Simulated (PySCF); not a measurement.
**From computed data to an observable: oscillator strength and radiative lifetime**

C2H7NOSi2, SMILES N[Si@]1(O)C=C[SiH2]1.

Coordinates come from a B3LYP-D3(BJ)/def2-SVP optimisation. The structure was generated by enumeration; whether it is a known compound was not checked. Other conformers were not sampled.

TDDFT-CAM-B3LYP/def2-SVPD in PySCF 2.14.0 puts the first singlet state with f over 0.02 at 6.39 eV (vertical), with the transition dipole (-0.170, 0.242, -0.364) in atomic units.

**Question.** Find the oscillator strength, the wavelength and the radiative lifetime that this transition would have in vacuum if emission retraced absorption.

**Answer.** 
|μ|² = 0.2200 au, so |μ| = 1.19 D. ΔE = 6.39/27.211 = 0.2348 hartree. f = (2/3) ΔE |μ|² = 0.034 (the program prints 0.034).
λ = 1239.84/6.39 = 194 nm; ν = 51539 cm⁻¹.
Einstein's coefficient A = 0.6670 ν² f s⁻¹ (ν in cm⁻¹) = 6.1e7 s⁻¹, so τ = 1/A = 16 ns. This state is S5; the lower singlets have f = 0.002, 0.002, 0.000, 0.011. The figure is the radiative limit of this one transition; relaxation, internal conversion, crossing to triplets and a medium change what is measured.
